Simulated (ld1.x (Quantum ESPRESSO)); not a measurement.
# Before and after: TM semilocal potential for germanium

```
Element                 : Ge (Z = 32)
Generator               : ld1.x (Quantum ESPRESSO) 7.5
Type                    : norm-conserving Troullier–Martins (semilocal form)
Functional              : PW91
Relativity              : scalar-relativistic
Frozen core             : [Ar] 3d10
Valence charge          : 4
Reference configuration : 4s2 4p2
Partial waves           : 4s (bound): rc 1.75 bohr; 4p (bound): rc 1.55 bohr
Local potential         : the p channel
Core correction         : none
```

Change: wave 4s (bound): rc 1.75 bohr becomes 4s (bound): rc 2.18 bohr.

Cutoffs: the cutoffs (Ry, on a coarse ladder) from which the occupation-weighted sum of valence levels, in a spherical-Bessel basis at the reference potential, stays within 10 and 1 mRy of its value at 400 Ry; they do not see the model core or the augmentation charge, which bear on the density cutoff. Errors are all-electron minus pseudo energies relative to the spin-unpolarised reference configuration.

Q: Predict the effect on cutoff, ghosts and configuration errors.

A: The potential gets softer (35 Ry and 60 Ry → 30 Ry and 50 Ry); of the 7 tests that both files solve, the error grows in 1 and shrinks in 5 by more than 15 % and 0.3 meV (median size 11.3 → 6.6 meV); neither file shows a bound ghost. A larger radius leaves more room for a smooth pseudo-wave, so fewer plane waves are needed. A semilocal file is local in each channel, so a ghost entry of none says nothing of the separable form that plane-wave codes build from it.

| quantity | base | changed |
| --- | --- | --- |
| cutoff, loose | 35 Ry | 30 Ry |
| cutoff, tight | 60 Ry | 50 Ry |
| loose cutoff by channel (10 mRy a level) | s 15 Ry, p 6 Ry | s 10 Ry, p 6 Ry |
| bound ghosts | none | none |
| error for 4s2 4p1, meV [ΔE 7.50 eV] | -1.3 | +0.1 |
| error for 4s2 4p0, meV [ΔE 23.03 eV] | -2.0 | +9.3 |
| error for 4s1 4p0, meV [ΔE 57.93 eV] | +78 | +82 |
| error for 4s2 4p1.5, meV [ΔE 2.83 eV] | -0.4 | -0.1 |
| error for 4s1 4p3, meV [ΔE 8.00 eV] | +14 | +6.6 |
| error for 4s0 4p4, meV [ΔE 16.25 eV] | +67 | +37 |
| error for 4s1 4p2, meV [ΔE 16.25 eV] | +11 | +3.5 |
